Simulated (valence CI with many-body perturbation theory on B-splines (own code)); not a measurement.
Forbidden lines of Tm LXV

Calculated by relativistic CI+MBPT: three valence electrons over a frozen Dirac-Fock core [He], a basis of 11 s, 11 p, 9 d, 7 f, 5 g, 2 h, 1 i functions for each j, with the one-electron correlation potential Σ1, the two-electron term Σ2, the three-electron term Σ3, Breit, model QED; selected CI, second order for the rest (own B-spline code, finite nucleus).

No measured spectrum was set against this ion. As an estimate, large intervals hold to a few tenths of a per cent, small ones and those within an open d or f shell to about a per cent.

Lines 1 to 33 of 33 in falling wavelength, among levels below 11083 eV, chosen from the decays that carry over 1 % of a level's rate. Wavelengths and rates use the calculated energies. Electric multipoles are in the length gauge, E1 and E2 with the static RPA response of the core. S is in atomic units (e²a₀⁴ for E2 and M2, e²a₀⁶ for E3), for M1 in squared Bohr magnetons. Weak lines are less certain than strong ones. Lines between different terms over intervals too small for the method are left out, as are lines whose strength nearly cancels. The highest levels of a list are the least certain.

Levels are named by their leading jj configuration (3d3/2^4 stands for four electrons in 3d with j = 3/2), which in mixed levels can hold well under half, so a name can repeat and another be missing. Letters in brackets count levels of one name in rising energy.

| λ vac (nm) | Upper | Lower | Type | A (s⁻¹) | S (a.u.) |
| --- | --- | --- | --- | --- | --- |
| 1.249 | (2s 2p1/2 2p3/2) J=3/2 [a] | (2s 2p1/2^2) J=1/2 | M1 | 5.80e+09 | 1.68e+00 |
| 1.210 | (2s 2p3/2 3d5/2) J=9/2 | (2s 2p1/2 3d5/2) J=7/2 | M1 | 5.41e+09 | 3.55e+00 |
| 1.165 | (2s^2 2p3/2) J=3/2 | (2s^2 2p1/2) J=1/2 | M1 | 5.43e+09 | 1.27e+00 |
| 0.1544 | (2s 2p1/2 3p1/2) J=1/2 [a] | (2s 2p1/2 2p3/2) J=3/2 [a] | E2 | 1.58e+12 | 2.48e-05 |
| 0.1540 | (2s^2 3p1/2) J=1/2 | (2s^2 2p3/2) J=3/2 | E2 | 2.01e+12 | 3.10e-05 |
| 0.1507 | (2s 2p3/2 3p3/2) J=7/2 | (2s 2p3/2^2) J=3/2 | E2 | 6.21e+10 | 3.45e-06 |
| 0.1489 | (2s 2p3/2 3p3/2) J=7/2 | (2s 2p3/2^2) J=5/2 | E2 | 6.83e+11 | 3.57e-05 |
| 0.1486 | (2s 2p3/2 3p3/2) J=1/2 [b] | (2s 2p3/2^2) J=3/2 | E2 | 1.19e+12 | 1.54e-05 |
| 0.1485 | (2s 2p1/2 3p3/2) J=5/2 | (2s 2p1/2 2p3/2) J=5/2 | E2 | 5.40e+11 | 2.09e-05 |
| 0.1482 | (2s^2 3p3/2) J=3/2 | (2s^2 2p3/2) J=3/2 | E2 | 1.00e+12 | 2.56e-05 |
| 0.1469 | (2s 2p3/2 3p3/2) J=1/2 [b] | (2s 2p3/2^2) J=5/2 | E2 | 3.91e+11 | 4.78e-06 |
| 0.1465 | (2s 2p3/2 3d5/2) J=9/2 | (2s 2p3/2^2) J=5/2 | M2 | 4.78e+10 | 2.88e-06 |
| 0.1465 | (2s 2p3/2 3d5/2) J=9/2 | (2s 2p3/2^2) J=5/2 | E3 | 2.87e+09 | 1.32e-06 |
| 0.1323 | (2s 2p3/2 3p3/2) J=7/2 | (2s 2p1/2 2p3/2) J=5/2 | E2 | 5.10e+11 | 1.48e-05 |
| 0.1322 | (2s 2p1/2 3p3/2) J=5/2 | (2s 2p1/2^2) J=1/2 | E2 | 1.11e+12 | 2.41e-05 |
| 0.1317 | (2s 2p3/2 3p3/2) J=7/2 | (2s 2p1/2 2p3/2) J=3/2 [a] | E2 | 8.17e+11 | 2.32e-05 |
| 0.1317 | (2s 2p3/2 3p3/2) J=1/2 [b] | (2s 2p1/2 2p3/2) J=3/2 [b] | E2 | 1.15e+12 | 8.14e-06 |
| 0.1315 | (2s^2 3p3/2) J=3/2 | (2s^2 2p1/2) J=1/2 | E2 | 1.23e+12 | 1.72e-05 |
| 0.1304 | (2s 2p3/2 3d5/2) J=9/2 | (2s 2p1/2 2p3/2) J=5/2 | M2 | 1.71e+10 | 5.77e-07 |
| 0.1304 | (2s 2p3/2 3d5/2) J=9/2 | (2s 2p1/2 2p3/2) J=5/2 | E3 | 2.62e+09 | 5.34e-07 |
| 0.1299 | (2s 2p3/2 3d5/2) J=9/2 | (2s 2p1/2 2p3/2) J=3/2 [a] | E3 | 5.22e+09 | 1.03e-06 |
| 0.1289 | (2p1/2 2p3/2 3d3/2) J=5/2 [a] | (2s 2p1/2 2p3/2) J=1/2 | E2 | 1.94e+12 | 3.71e-05 |
| 0.1288 | (2p1/2 2p3/2 3d3/2) J=7/2 | (2s 2p1/2 2p3/2) J=3/2 [b] | E2 | 2.67e+12 | 6.75e-05 |
| 0.1283 | (2s 2p1/2 3d3/2) J=5/2 | (2s^2 2p1/2) J=1/2 | E2 | 3.47e+12 | 6.48e-05 |
| 0.1281 | (2p1/2^2 3d3/2) J=3/2 | (2s 2p1/2^2) J=1/2 | E2 | 6.11e+12 | 7.53e-05 |
| 0.1279 | (2p1/2 2p3/2 3d3/2) J=7/2 | (2s 2p1/2 2p3/2) J=5/2 | E2 | 2.85e+12 | 6.95e-05 |
| 0.1276 | (2p1/2 2p3/2 3d3/2) J=3/2 [a] | (2s 2p1/2 2p3/2) J=3/2 [a] | E2 | 4.23e+12 | 5.11e-05 |
| 0.1275 | (2p1/2 2p3/2 3d3/2) J=5/2 [a] | (2s 2p1/2 2p3/2) J=3/2 [a] | E2 | 2.81e+12 | 5.08e-05 |
| 0.1275 | (2p1/2 2p3/2 3d3/2) J=1/2 [a] | (2s 2p1/2 2p3/2) J=3/2 [a] | E2 | 5.57e+12 | 3.35e-05 |
| 0.1273 | (2p1/2 2p3/2 3d3/2) J=7/2 | (2s 2p1/2 2p3/2) J=3/2 [a] | E2 | 6.22e+11 | 1.49e-05 |
| 0.1268 | (2p1/2 2p3/2 3d5/2) J=9/2 | (2s 2p1/2 2p3/2) J=5/2 | E2 | 6.43e+12 | 1.88e-04 |
| 0.1265 | (2p1/2 2p3/2 3d5/2) J=7/2 [a] | (2s 2p1/2 2p3/2) J=3/2 [a] | E2 | 5.74e+12 | 1.33e-04 |
| 0.1264 | (2s 2p3/2 3d5/2) J=7/2 [b] | (2s^2 2p3/2) J=3/2 | E2 | 4.39e+12 | 1.01e-04 |
